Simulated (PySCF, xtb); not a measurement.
B2Cl4, charge +1, multiplicity 2. Atoms are numbered in the order given.

```xyz
6

Cl     1.1065    -1.1065    -1.5626
B      0.0000     0.0000    -0.9326
Cl    -1.1065     1.1065    -1.5626
B      0.0000     0.0000     0.9326
Cl     1.1065     1.1065     1.5626
Cl    -1.1065    -1.1065     1.5626
```
Charge +1, spin multiplicity 2.

Geometry: PBE0-D3(BJ)/def2-SVP. The spin state was assumed, not searched. The values are those of a single conformer.

Calculation: IEF-PCM-PBE0/def2-SVP run with PySCF.

The values are the electrostatic part of the solvation free energy, E(continuum) − E(gas) at the gas-phase geometry, in a cavity of scaled van der Waals radii (PySCF's table); cavitation and dispersion terms are not included.

```tsv
solvent	ε	ΔG(elec) (kcal/mol)
water	78.36	-50.3
benzene	2.27	?
acetonitrile	35.69	-49.5
```

**Question.** What belongs in the gaps? (Estimate from the structure and the level; the computed values follow.)

**Answer.** 
- benzene, ΔG(elec) (kcal/mol): -28.4

For comparison, GFN2-xTB/ALPB(water) (xtb, at the GFN2-xTB geometry, all terms of that model) gives -49.2 kcal/mol.
